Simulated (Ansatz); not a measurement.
Reaction (ligand exchange at a B–C bond): `C=C(F)B[SiH3]` + HCl → `[SiH3]BCl` + `C=CF`

Calculated with Ansatz (gas phase, PBE0-D4/def2-TZVP geometries, no zero-point term in ΔE). CBS: MP2 limit from def2 TZ/QZ plus the TZ coupled-cluster correction, frozen cores. This one scheme is used for every species. DFT in def2-TZVPP. One conformer a species, not always the lowest.

Is it downhill or uphill in electronic energy at CCSD(T)/CBS, and by how much? (Best estimate.)

Ansatz gave: Downhill: ΔE = -64.6 kJ/mol.

What do these levels give: revPBE, PBE0, r2SCAN0, CCSD/def2-TZVPP, MP2/def2-QZVPP, MP2/CBS(def2)? (Estimate.)

Computed: revPBE -68.0, PBE0 -66.7, r2SCAN0 -66.8, CCSD/def2-TZVPP -65.3, MP2/def2-QZVPP -67.3, MP2/CBS(def2) -67.4 kJ/mol.

Largest T1 diagnostic among the species: 0.014.

In def2-TZVPP, CCSD(T) changes the Hartree–Fock value by +6.8 kJ/mol (the triples alone add +0.9 kJ/mol) and MP2 by +3.9 kJ/mol. The D4 term adds +3.9 kJ/mol with B3LYP and +2.4 kJ/mol with PBE0; it sums over pairs of atoms, weighted by their polarisabilities, and B3LYP, whose exchange is more repulsive, gets the larger term.

B3LYP here is the variant with VWN-RPA as its local correlation; programs differ in this.
